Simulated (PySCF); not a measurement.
A GIAO shielding run with PySCF (density fitting, non-relativistic, gas phase) on `N[SiH2]CC(=O)CC[SiH3]`, C4H13NOSi2:

```
$ OMP_NUM_THREADS=1 python probes_run.py task.json out

{"job": {"kind": "nmr", "xc": "PBE0", "basis": "pcSseg-1"}, "charge": 0, "multiplicity": 1}
N     -3.530456     1.022419    -0.249484
Si    -1.813232     1.155922    -0.217412
C     -1.279290    -0.159374     1.068039
C      0.197307    -0.273756     0.989563
O      0.944281     0.473074     1.581796
C      0.706290    -1.365188     0.071692
C      2.193439    -1.222276    -0.226928
Si     2.600518     0.338583    -1.235347
H     -4.046129     0.990901     0.615800
H     -4.042157     1.558476    -0.930354
H     -1.252826     2.452154     0.177931
H     -1.376650     0.789732    -1.566046
H     -1.767505    -1.106668     0.854667
H     -1.570426     0.187013     2.058242
H      0.505316    -2.320645     0.570706
H      0.115330    -1.350708    -0.846874
H      2.733612    -1.194575     0.720318
H      2.535963    -2.110452    -0.761940
H      4.056569     0.400893    -1.391293
H      1.982298     0.186400    -2.561788
H      2.098827     1.565019    -0.628476
```

Hardware: 1 thread of an Arm Neoverse V1, shared host. The job also computes population analyses, field gradients.

Question: How large is the calculation?

Answer: 80 electrons, 215 basis functions and 1157 auxiliary functions.

Question: How long does it take, and how much memory does it need?

Answer: 58 s of wall time, with 14 SCF cycles and 5 response iterations; peak memory 0.92 GiB. Times on a shared host scatter by some tens of per cent.
